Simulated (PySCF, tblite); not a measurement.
Compound: C3H6F2S2Si.
Structure used (GFN2-xTB), in Å, numbered top down from 1:
```xyz
14
C3H6F2S2Si angstrom
F     -1.5642   -0.7425   -1.5754
C     -1.2840   -0.4409   -0.2603
Si    -0.8524    1.4324   -0.0972
S      1.1459    1.7720   -0.7798
C      1.9602    0.3222   -0.0172
S      1.3959   -1.2902   -0.6161
C     -0.2155   -1.4061    0.2388
F     -0.0465   -1.1841    1.5813
H     -2.2016   -0.6598    0.3018
H     -1.7137    2.1556   -1.0089
H     -0.9517    1.7433    1.3256
H      1.8396    0.3613    1.0625
H      3.0119    0.3854   -0.2839
H     -0.5244   -2.4492    0.1065
```

Computed with B3LYP/def2-SVPD in PySCF (dipole) on a GFN2-xTB geometry, gas phase.

Masses are those of the commonest isotopes; rigid-rotor values at the optimised geometry. The values belong to one conformer with, in the numbering `[F:1][C@@H:2]1[SiH2:3][S:4][CH2:5][S:6][C@H:7]1[F:8]`, F1–C2–Si3–S4 -77°, C2–Si3–S4–C5 -42°, Si3–S4–C5–S6 64°, S4–C5–S6–C7 -75°.

What are A, B and C (cm⁻¹)?

Ia = 361.81, Ib = 412.32, Ic = 551.70 u·Å²; 505379 MHz·u·Å²/I gives 1397, 1226 and 916.0 MHz, that is A = 0.04659, B = 0.04088, C = 0.03056 cm⁻¹.

Classify the top.

An asymmetric top. Ray's parameter κ = (2B − A − C)/(A − C) = 0.288; −1 is the prolate and +1 the oblate limit.

Is it planar, by Δ = Ic − Ia − Ib?

Not planar: Δ = Ic − Ia − Ib = -222.43 u·Å². For a rigid frame Δ = −2 Σ m c², so Σ m c² = 111.21 u·Å² lies off the ab plane: 5.96 from hydrogen and 105.25 from heavier atoms. The atom farthest from that plane is 1.98 Å away.

Where do the levels up to J = 4 lie, in K?

Above 0(0,0), as E/k:
J = 1: 1(0,1) 0.103, 1(1,1) 0.111, 1(1,0) 0.126
J = 2: 2(0,2) 0.299, 2(1,2) 0.302, 2(1,1) 0.346, 2(2,1) 0.371, 2(2,0) 0.380
J = 3: 3(0,3) 0.582, 3(1,3) 0.583, 3(1,2) 0.668, 3(2,2) 0.679, 3(2,1) 0.714, 3(3,1) 0.762, 3(3,0) 0.767
J = 4: 4(0,4) 0.953, 4(1,4) 0.953, 4(1,3) 1.079, 4(2,3) 1.083, 4(2,2) 1.156, 4(3,2) 1.185, 4(3,1) 1.207, 4(4,1) 1.286, 4(4,0) 1.288
The levels of one J sum to (2J + 1)J(J + 1)(A + B + C)/3.

Predict some low-J microwave lines.

The dipole components are |μa| = 0.34 D, |μb| = 0.51 D, |μc| = 1.47 D. Intensities carry the squares of the components, which stand as 0.05 : 0.12 : 1.00 (a : b : c). Some lines, for components of 0.1 D or more:

```csv
type,branch,"J(Ka,Kc)",MHz,lower level (cm⁻¹)
b,Q,"1(1,0) ← 1(0,1)",481,0.071
b,Q,"3(1,2) ← 3(0,3)",1776,0.405
a,R,"2(1,2) ← 1(1,1)",3974,0.077
b,R,"2(1,2) ← 1(0,1)",4145,0.071
c,R,"2(2,0) ← 1(1,0)",5299,0.087
b,R,"2(2,0) ← 1(1,1)",5608,0.077
b,R,"3(2,2) ← 2(1,1)",6938,0.241
c,R,"3(2,1) ← 2(1,1)",7652,0.241
c,R,"3(2,2) ← 2(1,2)",7867,0.210
c,R,"3(3,0) ← 2(2,0)",8055,0.264
```

Estimate the classical rotational partition function at 10 K, 25 K and 200 K.

Point group C1, symmetry number σ = 1; q = (√π/σ)·√((kT/h)³/(ABC)), k/h = 20836.6 MHz/K: 4260 at 10 K, 16800 at 25 K, 381000 at 200 K.

Its GFN2-xTB frequencies are all real (lowest 63 cm⁻¹). No vibrational averaging or centrifugal distortion is included, and the geometry carries the error of its method.

On Arm Neoverse N1, one thread, no GPU, shared host with 64 logical CPUs at a one-minute load of 55, this took 79 s and 1.0 GiB of memory at its peak. This is the B3LYP/def2-SVPD job that gave the dipole, with the excitations it also computed.
